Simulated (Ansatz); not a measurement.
GeH6Sn (`[GeH3][SnH3]`). Total charge 0; spin multiplicity 1. Sn: def2 effective core potential.

```xyz
8

Ge   -0.1600   -1.0922   -0.7234
Sn    0.1549    1.0554    0.6990
H    -1.5364   -1.0850   -1.4086
H    -0.0640   -2.3435    0.1648
H     0.9249   -1.1806   -1.8094
H    -1.0656    1.1662    1.8877
H     1.6723    1.0360    1.4812
H     0.0739    2.4438   -0.2913
```

Q: List the harmonic frequencies (cm⁻¹, unscaled) at PBE0-D4/def2-TZVP in Ansatz. (An estimate is asked.)

A: Ansatz gave: 84, 224, 321, 321, 501, 501, 661, 731, 731, 797, 884, 884, 1938, 1942, 1942, 2143, 2154, 2154.

Q: Is this a minimum?

A: Yes, all 18 modes are real.

Q: Give the ideal-gas thermochemistry at 298.15 K and 1 bar (rigid rotor, harmonic oscillator; point group C3v, symmetry number 3).

A: Zero-point energy 113.1 kJ/mol; H(298) − E = 131.1 kJ/mol; entropy 319.6 J/(mol·K), of which translation 174.8, rotation 98.6, vibration 46.2; G(298) − E = 35.8 kJ/mol. Modes under 100 cm⁻¹ are hindered rotations or soft bends, so the harmonic entropy is rough.

Q: And at 400, 500, 600, 800 and 1000 K?

A: 
```
T (K)  H − E (kJ/mol)  S (J/mol/K)  G − E (kJ/mol)
  400           141.1        348.5             1.7
  500           152.3        373.4           -34.4
  600           164.5        395.6           -72.9
  800           191.5        434.3          -156.0
 1000           220.9        467.1          -246.2
```
